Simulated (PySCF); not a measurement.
# Ionisation energy along the 8-electron series

Calculated with PySCF 2.14 and a two-component X2C-1e Hamiltonian (Gaussian nucleus, no Breit or QED terms), each ion in its own even-tempered basis scaled to its charge; GMP2 freezes nothing and drops the highest virtual spinors. Values in eV. NIST values: (m) measured, (s) semi-empirical, (t) theoretical.

```tsv
ion	configuration	GHF (spin-free)	GMP2 (spin-free)	GHF (screened spin-orbit)	GMP2 (screened spin-orbit)	NIST
Co¹⁹⁺	[He] 2s2 2p4	1599.2	1600.8	1603.7	1605.0	1606 ± 4 (s)
Ni²⁰⁺	[He] 2s2 2p4	1751.8	1753.4	1756.8	1758.0	1758 ± 4 (s)
Cu²¹⁺	[He] 2s2 2p4	1911.4	1913.0	1916.8	1917.9	1918 ± 4 (s)
```

Between Z = 27 and Z = 29 the GMP2 (screened spin-orbit) value grows as Z to the power 2.49.
